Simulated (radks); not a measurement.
Values are calculated unless marked as measured or tabulated.
All-electron atom: Tb14+ in [Kr] 4d10 4f5.

Level of theory: non-relativistic Kohn-Sham, TPSS, spin-polarised, spherical densities, point nucleus; open shells are filled with parallel spins first (spin-orbit coupling, left out, can overturn this in heavy ions); meta-GGA in the generalised Kohn-Sham scheme; relativity is left out, which matters for an element this heavy (a radial shooting solver on a logarithmic mesh with Libxc functionals).

Energy parts (eV):
total: -303930.32
kinetic: 303853.93
electron-nucleus: -707034.91
Hartree: 105675.58
exchange-correlation: -6424.92

Orbitals (lengths in bohr, moments of r in powers of bohr; r(max) is where P^2 peaks):
orbital,occ.,eigenvalue (eV),r(max),<r^2>
1s up,1,-48947.34,0.01547,0.0007273
1s down,1,-48947.36,0.01547,0.0007273
2s up,1,-8054.830,0.08466,0.01155
2s down,1,-8054.800,0.08466,0.01155
2p up,3,-7680.215,0.06592,0.008588
2p down,3,-7680.201,0.06592,0.008588
3s up,1,-2001.517,0.2353,0.07438
3s down,1,-1998.622,0.2352,0.07423
3p up,3,-1834.185,0.2228,0.06960
3p down,3,-1831.454,0.2227,0.06944
3d up,5,-1523.467,0.1779,0.05550
3d down,5,-1521.333,0.1778,0.05533
4s up,1,-609.7951,0.5333,0.3619
4s down,1,-604.0072,0.5331,0.3624
4p up,3,-543.0976,0.5372,0.3774
4p down,3,-537.2365,0.5370,0.3782
4d up,5,-423.8192,0.5395,0.4113
4d down,5,-417.8332,0.5393,0.4132
4f up,5,-274.3175,0.5076,0.4850
4f down,0,-268.1579,0.5087,0.4937

The highest occupied level is 4f up at -274.32 eV. The spin density at the nucleus is -3.858 e/bohr^3 (1s -0.001, 2s -0.305, 3s -5.541, 4s 1.989). Summed over all electrons, <r^2> = 10.73 bohr^2, which gives a Langevin (diamagnetic) susceptibility term of -8.5 x 10^-6 cm^3/mol. For comparison, the ionisation energy in NIST's Atomic Spectra Database is 294 eV (theoretical). In exact Kohn-Sham theory the highest level is minus the ionisation energy, but local and semilocal functionals leave it too shallow, through self-interaction and a potential that decays too fast; potentials with the right tail come closer. The electron density at the nucleus is 1.956e+05 e/bohr^3. The density falls to 0.001 e/bohr^3 at r = 1.83 bohr.
